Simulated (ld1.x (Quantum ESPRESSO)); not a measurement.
**What one change does to a pseudopotential (aluminium (Al), TM semilocal)**

```
Element                 : aluminium
Generator               : ld1.x (Quantum ESPRESSO) 7.5
Type                    : norm-conserving Troullier–Martins (semilocal form)
Functional              : PBE
Relativity              : non-relativistic
Frozen core             : [Ne]
Valence charge          : 3
Reference configuration : 3s2 3p1
Partial waves           : 3p (bound): rc 2.20 bohr; 3d channel at 0.35 Ry: rc 2.00 bohr; 3s (bound): rc 1.95 bohr
Local potential         : the s channel
Core correction         : a·sin(br)/r model core inside 1.20 bohr
```

Change: form changed from semilocal to separable (Kleinman–Bylander), still TM; local potential all-electron potential smoothed inside 1.55 bohr (lloc = -1).

Cutoffs: the cutoffs (Ry, on a coarse ladder) from which the occupation-weighted sum of valence levels, in a spherical-Bessel basis at the reference potential, stays within 10 and 1 mRy of its value at 400 Ry; they do not see the model core or the augmentation charge, which bear on the density cutoff. Errors are all-electron minus pseudo energies relative to the spin-unpolarised reference configuration.

Question: How do hardness, ghosts and transferability respond?

Answer: The potential gets neither clearly harder nor softer (10 Ry and 30 Ry → 10 Ry and 30 Ry); of the 7 tests that both files solve, the error grows in 3 and shrinks in 2 by more than 15 % and 0.3 meV (median size 1.4 → 2.8 meV); the range in which the s phases agree narrows (upper end 2.8 → 0.9); the range in which the p phases agree narrows (upper end 3.6 → 2.4); neither file shows a bound ghost. In the semilocal form every listed channel keeps its own potential, so the choice of the local channel does not act on these tests. It acts once the file is put into the separable form. A semilocal file is local in each channel, so a ghost entry of none says nothing of the separable form that plane-wave codes build from it.

```tsv
quantity	base	changed
cutoff, loose	10 Ry	10 Ry
cutoff, tight	30 Ry	30 Ry
bound ghosts	none	none
error for 3s2 3p0, meV [ΔE 5.77 eV]	+1.4	+3.1
error for 3s1 3p0, meV [ΔE 24.96 eV]	+16	+32
error for 3s2 3p0.5, meV [ΔE 2.09 eV]	+0.2	+0.5
error for 3s1 3p1, meV [ΔE 11.54 eV]	+3.3	+8.0
error for 3s2 3p1.3, meV [ΔE -0.58 eV]	+0.1	+0.1
error for 3s1 3p2, meV [ΔE 5.11 eV]	-1.1	-0.2
error for 3s0 3p3, meV [ΔE 10.38 eV]	-5.0	-2.8
s: phases at 2.41 bohr within 0.05 rad from the reference energy up to (Ry; the scan ends near 5)	2.8	0.9
p: phases at 2.41 bohr within 0.05 rad from the reference energy up to (Ry; the scan ends near 5)	3.6	2.4
d: phases at 2.41 bohr within 0.05 rad from the reference energy up to (Ry; the scan ends near 5)	4.5	4.7
```
